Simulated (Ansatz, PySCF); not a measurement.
Energy difference R1 → P1, each structure at its B3LYP-D3(BJ)/def2-TZVP stationary point, reached from a drawn start; harmonic modes at that level show minima.
R1, C2H4F2 (SMILES FCCF) (charge 0, multiplicity 1):
```xyz
8

F     -1.3814     0.8903    -0.6460
C     -0.7391    -0.1419     0.0294
C      0.7518     0.0274    -0.0362
F      1.1618     1.0896     0.7625
H     -1.0235    -1.0854    -0.4453
H     -1.0841    -0.1323     1.0655
H      1.2415    -0.8797     0.3296
H      1.0730     0.2321    -1.0597
```
P1, C2H4F2 (SMILES FCCF) (charge 0, multiplicity 1, Z-matrix in Å and degrees):
```
C
H 1 1.0913
H 1 1.0913 2 109.65
F 1 1.3928 2 108.44 3 -118.24
C 1 1.5152 2 111.02 3 123.05
H 5 1.0913 1 111.02 2 57.76
H 5 1.0913 6 109.65 1 -123.05
F 5 1.3928 6 108.44 7 -118.24
```

P less R. No zero-point or thermal terms. One arrangement of each flexible species, with no search for the lowest.

Frozen-core correlation throughout. CBS(a, b) extrapolates the correlation energy as X⁻³ and adds the Hartree–Fock energy of set b.

The values were computed with Ansatz (Gaussian basis) for Hartree–Fock, density functionals and correlated methods; PySCF for the D3/D4 terms. No computed number here is a measurement.

```tsv
level	reaction energy (kcal/mol)
PBE/def2-TZVPP	1.30
BLYP/def2-TZVPP	1.02
BLYP-D3(BJ)/def2-TZVPP	1.03
B3LYP-D4/def2-TZVPP	0.99
PBE0-D3(BJ)/def2-TZVPP	1.14
BHLYP/def2-TZVPP	0.75
CCSD/cc-pVTZ	(withheld)
CCSD/cc-pVQZ	(withheld)
CCSD(T)/CBS(cc-pVTZ, cc-pVQZ)	(withheld)
```

Q: Some entries are withheld; supply them.

A: 
- CCSD/cc-pVTZ, reaction energy (kcal/mol): 0.57
- CCSD/cc-pVQZ, reaction energy (kcal/mol): 0.69
- CCSD(T)/CBS(cc-pVTZ, cc-pVQZ), reaction energy (kcal/mol): 0.76

Ansatz is a first-principles code.
